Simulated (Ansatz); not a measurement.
`C[SiH]1CN1` → `CN(C)[SiH]`  (isomerisation)

Isolated molecules relaxed with PBE0-D4/def2-TZVP in Ansatz; ΔE leaves out vibrations. CCSD(T)/CBS adds triple-zeta CCSD(T) − MP2 to the extrapolated MP2 energy (def2 sets, frozen cores). Functionals use def2-TZVPP. HSE06 is defined as in plane-wave codes.

`C[SiH]1CN1`:

Cartesian coordinates in Å:
```
C 0.116 -0.952 -1.369
Si -0.402 0.485 -0.307
C -0.353 0.341 1.515
N 0.661 1.212 0.834
H 0.669 -0.610 -2.248
H 0.752 -1.637 -0.805
H -0.758 -1.506 -1.722
H -1.311 1.420 -1.009
H 0.008 -0.600 1.931
H -1.010 0.876 2.197
H 1.629 0.972 0.985
```

`CN(C)[SiH]`:

```xyz
11

C     1.119   -0.291    0.761
N    -0.215    0.067    0.321
C    -0.330    0.064   -1.121
Si   -1.422    0.429    1.481
H     1.171   -0.280    1.851
H     1.863    0.413    0.369
H     1.391   -1.294    0.410
H     0.376    0.774   -1.569
H    -1.341    0.339   -1.417
H    -0.099   -0.928   -1.528
H    -2.514    0.706    0.442
```

```json
{"level": "r2SCAN0-D4", "ΔE (kcal/mol)": "11.0", "difference from CCSD(T)/CBS": "4.0"}
{"level": "BHLYP-D4", "ΔE (kcal/mol)": "5.4", "difference from CCSD(T)/CBS": "-1.6"}
{"level": "CAM-B3LYP-D4", "ΔE (kcal/mol)": "5.7", "difference from CCSD(T)/CBS": "-1.3"}
{"level": "PBE-QIDH", "ΔE (kcal/mol)": "9.8", "difference from CCSD(T)/CBS": "2.8"}
{"level": "revPBE", "ΔE (kcal/mol)": "8.4", "difference from CCSD(T)/CBS": "1.4"}
{"level": "PBE0", "ΔE (kcal/mol)": "9.2", "difference from CCSD(T)/CBS": "2.2"}
{"level": "r2SCANh", "ΔE (kcal/mol)": "11.2", "difference from CCSD(T)/CBS": "4.2"}
{"level": "HSE06", "ΔE (kcal/mol)": "9.1", "difference from CCSD(T)/CBS": "2.1"}
{"level": "BHLYP", "ΔE (kcal/mol)": "6.0", "difference from CCSD(T)/CBS": "-1.0"}
{"level": "CAM-B3LYP", "ΔE (kcal/mol)": "6.2", "difference from CCSD(T)/CBS": "-0.8"}
{"level": "HF/def2-SVP", "ΔE (kcal/mol)": "-2.4", "difference from CCSD(T)/CBS": "-9.4"}
{"level": "MP2/def2-SVP", "ΔE (kcal/mol)": "0.0", "difference from CCSD(T)/CBS": "-7.0"}
{"level": "MP2/def2-TZVPP", "ΔE (kcal/mol)": "8.7", "difference from CCSD(T)/CBS": "1.7"}
{"level": "SCS-MP2/def2-QZVPP", "ΔE (kcal/mol)": "7.8", "difference from CCSD(T)/CBS": "0.8"}
{"level": "HF/CBS(def2)", "ΔE (kcal/mol)": "5.1", "difference from CCSD(T)/CBS": "-1.9"}
{"level": "CCSD/CBS(def2)", "ΔE (kcal/mol)": "6.9", "difference from CCSD(T)/CBS": "-0.1"}
{"level": "CCSD(T)/CBS", "ΔE (kcal/mol)": "7.0", "difference from CCSD(T)/CBS": "0"}
```

Largest T1 diagnostic among the species: 0.015.

From BLYP to BHLYP (50 % exact exchange), in def2-TZVPP and without D4, ΔE moves by +2.0 kcal/mol. At CCSD(T), def2-SVP lies −11.3 kcal/mol from the extrapolated value and def2-TZVPP −1.9 kcal/mol.
